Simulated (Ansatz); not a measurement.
CH9AlO2Si2 (SMILES [CH3][Al]([O][SiH3])[O][SiH3]), singlet, geometry from GFN2-xTB (such geometries of metal compounds can be far from the true shape). Base run: Ansatz (a quantum-chemistry and plane-wave program) with HF/STO-3G.

Input for Ansatz:
Ansatz 0.2 input:
```yaml
crystal:
  periodic: [false, false, false]
  atoms:
    - {symbol: Al, position_ang: [0.32822742, 0.51741072, 0.46892231]}
    - {symbol: C, position_ang: [1.16848016, 1.86037234, 1.66597219]}
    - {symbol: H, position_ang: [1.79239289, 1.38246890, 2.42004864]}
    - {symbol: H, position_ang: [0.41324739, 2.46018410, 2.17392398]}
    - {symbol: H, position_ang: [1.79207614, 2.55355308, 1.10100796]}
    - {symbol: O, position_ang: [-0.78572777, 0.98862120, -0.69801574]}
    - {symbol: Si, position_ang: [-1.87081817, 1.39148817, -1.84213483]}
    - {symbol: H, position_ang: [-3.19780629, 1.07484934, -1.30942585]}
    - {symbol: H, position_ang: [-1.56441436, 0.61829392, -3.04673104]}
    - {symbol: H, position_ang: [-1.71333385, 2.83047692, -2.07166942]}
    - {symbol: O, position_ang: [0.70859396, -1.11571406, 0.58712668]}
    - {symbol: Si, position_ang: [1.04257281, -2.70645677, 0.66099281]}
    - {symbol: H, position_ang: [-0.19532967, -3.40007236, 1.02218297]}
    - {symbol: H, position_ang: [2.06855509, -2.86552681, 1.69579393]}
    - {symbol: H, position_ang: [1.53928084, -3.11649754, -0.65385383]}
basis:
  gaussian:
    orbitals: STO-3G
hamiltonian:
  xc: hf
```

The bond that is stretched is that between atoms 14 and 12. A test that says stable can miss a lower solution.

The base run was repeated with changes; each row names its change, and settings that it needs were set with it.

```csv
change,ΔE vs base (eV),<S^2>,stability test says
base,0.00,0.000,minimum (restricted orbitals)
spin_polarized = on; lower_state_search = off,0.00,0.000,undecided (no full test)
spin_polarized = on; lower_state_search = standard,0.00,0.000,minimum
bond × 1.25,1.49,0.000,minimum (restricted orbitals)
spin_polarized = on; lower_state_search = off; bond × 1.25,1.49,0.000,undecided (no full test)
spin_polarized = on; lower_state_search = standard; bond × 1.25,1.49,0.000,minimum
bond × 1.5,3.81,0.000,minimum (restricted orbitals)
spin_polarized = on; lower_state_search = off; bond × 1.5,3.81,0.000,undecided (no full test)
spin_polarized = on; lower_state_search = standard; bond × 1.5,3.43,0.491,minimum
bond × 1.8,6.35,0.000,minimum (restricted orbitals)
spin_polarized = on; lower_state_search = off; bond × 1.8,6.35,0.000,undecided (no full test)
spin_polarized = on; lower_state_search = standard; bond × 1.8,4.25,0.877,minimum
bond × 2.2,8.68,0.000,minimum (restricted orbitals)
spin_polarized = on; lower_state_search = off; bond × 2.2,8.68,0.000,undecided (no full test)
spin_polarized = on; lower_state_search = standard; bond × 2.2,4.49,0.986,minimum
bond × 3.0,10.57,0.000,minimum (restricted orbitals)
spin_polarized = on; lower_state_search = off; bond × 3.0,4.53,1.002,undecided (no full test)
spin_polarized = on; lower_state_search = standard; bond × 3.0,4.53,1.002,minimum
```

Where a bond breaks into two radicals, a solution with restricted orbitals usually stops being the lowest and lies too high; an unrestricted one lies lower at the price of spin contamination, which <S^2> shows.
